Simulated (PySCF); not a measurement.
C₃H₆BNO. Atoms are numbered in the order given.

```xyz
12

C      2.3422    -0.0665     0.4442
B      0.7981     0.1686     0.2596
O      0.2199     1.2854     0.7683
C     -0.1043    -0.9174    -0.5359
C     -1.4925    -0.4955    -0.5860
N     -2.5673    -0.0253    -0.5441
H      2.8303     0.7500     1.0099
H      2.8463    -0.1617    -0.5417
H      2.5354    -1.0254     0.9718
H     -0.7453     1.3256     0.5920
H      0.2987    -1.0535    -1.5629
H     -0.0160    -1.9078    -0.0390
```
Charge 0, spin multiplicity 1.

Geometry: PBE-D3(BJ)/def2-SVP. This is a generated structure with no PubChem entry under its InChIKey; it may be hypothetical. Other conformers were not sampled.

All values below come from PBE-D3(BJ)/def2-SVP run with PySCF.

Harmonic, unscaled wavenumbers; measured fundamentals usually lie a few per cent lower.

```json
[
 {"mode": "1", "ν (cm⁻¹)": "19", "IR (km/mol)": "0.4", "moving atoms (share of kinetic energy)": "H 79 %, C 13 %"},
 {"mode": "2", "ν (cm⁻¹)": "85", "IR (km/mol)": "7.8", "moving atoms (share of kinetic energy)": "H 43 %, C 26 %, N 16 %, O 15 %"},
 {"mode": "3", "ν (cm⁻¹)": "122", "IR (km/mol)": "8.7", "moving atoms (share of kinetic energy)": "N 51 %, O 25 %, C 14 %"},
 {"mode": "4", "ν (cm⁻¹)": "281", "IR (km/mol)": "0.2", "moving atoms (share of kinetic energy)": "C 35 %, H 30 %, O 16 %, B 10 %, N 9 %"},
 {"mode": "5", "ν (cm⁻¹)": "332", "IR (km/mol)": "0.2", "moving atoms (share of kinetic energy)": "H 52 %, C 20 %, B 15 %, N 10 %"},
 {"mode": "6", "ν (cm⁻¹)": "386", "IR (km/mol)": "0.5", "moving atoms (share of kinetic energy)": "C 33 %, B 28 %, H 26 %, N 10 %"},
 {"mode": "7", "ν (cm⁻¹)": "402", "IR (km/mol)": "4.1", "moving atoms (share of kinetic energy)": "C 44 %, O 32 %, H 14 %"},
 {"mode": "8", "ν (cm⁻¹)": "538", "IR (km/mol)": "3.7", "moving atoms (share of kinetic energy)": "C 69 %, H 11 %, B 9 %"},
 {"mode": "9", "ν (cm⁻¹)": "626", "IR (km/mol)": "30.7", "moving atoms (share of kinetic energy)": "H 77 %, C 20 %"},
 {"mode": "10", "ν (cm⁻¹)": "715", "IR (km/mol)": "0.0", "moving atoms (share of kinetic energy)": "C 53 %, H 32 %, O 12 %"},
 {"mode": "11", "ν (cm⁻¹)": "771", "IR (km/mol)": "58.4", "moving atoms (share of kinetic energy)": "H 80 %, C 13 %"},
 {"mode": "12", "ν (cm⁻¹)": "817", "IR (km/mol)": "2.2", "moving atoms (share of kinetic energy)": "H 53 %, C 28 %, O 15 %"},
 {"mode": "13", "ν (cm⁻¹)": "890", "IR (km/mol)": "20.4", "moving atoms (share of kinetic energy)": "H 38 %, B 34 %, C 26 %"},
 {"mode": "14", "ν (cm⁻¹)": "960", "IR (km/mol)": "0.8", "moving atoms (share of kinetic energy)": "C 48 %, H 30 %, N 22 %"},
 {"mode": "15", "ν (cm⁻¹)": "979", "IR (km/mol)": "63.4", "moving atoms (share of kinetic energy)": "H 60 %, B 25 %, C 11 %"},
 {"mode": "16", "ν (cm⁻¹)": "1116", "IR (km/mol)": "1.3", "moving atoms (share of kinetic energy)": "H 85 %, C 11 %"},
 {"mode": "17", "ν (cm⁻¹)": "1123", "IR (km/mol)": "25.5", "moving atoms (share of kinetic energy)": "H 66 %, C 26 %"},
 {"mode": "18", "ν (cm⁻¹)": "1215", "IR (km/mol)": "153.7", "moving atoms (share of kinetic energy)": "H 60 %, C 18 %, B 18 %"},
 {"mode": "19", "ν (cm⁻¹)": "1282", "IR (km/mol)": "180.7", "moving atoms (share of kinetic energy)": "H 44 %, B 25 %, C 23 %"},
 {"mode": "20", "ν (cm⁻¹)": "1346", "IR (km/mol)": "7.5", "moving atoms (share of kinetic energy)": "H 87 %, C 12 %"},
 {"mode": "21", "ν (cm⁻¹)": "1358", "IR (km/mol)": "79.5", "moving atoms (share of kinetic energy)": "H 68 %, B 20 %"},
 {"mode": "22", "ν (cm⁻¹)": "1387", "IR (km/mol)": "6.9", "moving atoms (share of kinetic energy)": "H 96 %"},
 {"mode": "23", "ν (cm⁻¹)": "1424", "IR (km/mol)": "85.2", "moving atoms (share of kinetic energy)": "B 48 %, H 34 %, O 13 %"},
 {"mode": "24", "ν (cm⁻¹)": "2275", "IR (km/mol)": "31.6", "moving atoms (share of kinetic energy)": "C 62 %, N 38 %"},
 {"mode": "25", "ν (cm⁻¹)": "2969", "IR (km/mol)": "0.7", "moving atoms (share of kinetic energy)": "H 97 %"},
 {"mode": "26", "ν (cm⁻¹)": "2986", "IR (km/mol)": "4.1", "moving atoms (share of kinetic energy)": "H 94 %"},
 {"mode": "27", "ν (cm⁻¹)": "3035", "IR (km/mol)": "1.2", "moving atoms (share of kinetic energy)": "H 91 %, C 9 %"},
 {"mode": "28", "ν (cm⁻¹)": "3043", "IR (km/mol)": "3.8", "moving atoms (share of kinetic energy)": "H 91 %, C 9 %"},
 {"mode": "29", "ν (cm⁻¹)": "3088", "IR (km/mol)": "6.9", "moving atoms (share of kinetic energy)": "H 91 %, C 9 %"},
 {"mode": "30", "ν (cm⁻¹)": "3599", "IR (km/mol)": "86.3", "moving atoms (share of kinetic energy)": "H 94 %"}
]
```
